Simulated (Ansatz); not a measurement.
Reaction (redistribution): `C[Se][SiH2]S` + `CC[SiH2]O` → dimethyl selenide + `O[SiH2]C[SiH2]S`

Isolated molecules relaxed with PBE0-D4/def2-TZVP in Ansatz; ΔE leaves out vibrations. CBS: MP2 limit from def2 TZ/QZ plus the TZ coupled-cluster correction, frozen cores. For Se outer-core shells are correlated without core-valence functions, which leaves a few kJ/mol of doubt a bond. Scalar relativity is left out up to krypton. One conformer a species, not always the lowest.

```json
{"species": "`C[Se][SiH2]S`", "CCSD(T)/def2-TZVPP energy (Eh)": "-3128.60317"}
{"species": "`CC[SiH2]O`", "CCSD(T)/def2-TZVPP energy (Eh)": "-445.11664"}
{"species": "`C[Se]C`", "CCSD(T)/def2-TZVPP energy (Eh)": "-2479.79307"}
{"species": "`O[SiH2]C[SiH2]S`", "CCSD(T)/def2-TZVPP energy (Eh)": "-1093.90912"}
```

Problem. Work out ΔE.

Solution. ΔE = (-2479.79307) + (-1093.90912) − (-3128.60317) − (-445.11664) = 0.01762 Eh = +46.3 kJ/mol. CCSD(T)/CBS gives +50.8 kJ/mol.

Largest T1 diagnostic among the species: 0.011.
